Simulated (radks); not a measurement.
Task: Valence configurations of Zr2+ (all share [Kr]). All-electron calculation, scalar-relativistic Kohn-Sham, PBEsol, spin-polarised, spherical densities, finite nucleus; open shells are filled with parallel spins first (spin-orbit coupling, left out, can overturn this in heavy ions); Fermi nuclear charge, rms radius 4.2694 fm. Program: a radial shooting solver on a logarithmic mesh with Libxc functionals. Order these by energy: 4d0.5 5s1.5; 4d1.5 5s0.5; 4d1.5 5p0.5; 5s2; 5s1 5p1; 4d1 5p1; 5p2; 4d1 5s1; 4d2.

Result: From the lowest, in eV above it: 4d2 0.000; 4d1.5 5s0.5 0.858; 4d1 5s1 1.894; 4d1.5 5p0.5 3.192; 4d0.5 5s1.5 3.758; 5s2 5.529; 4d1 5p1 6.686; 5s1 5p1 9.626; 5p2 14.672. NIST lists [Kr] 4d2 as the ground configuration; this level of theory agrees among the configurations tried. The energies are those of spherical high-spin densities, not of single terms.
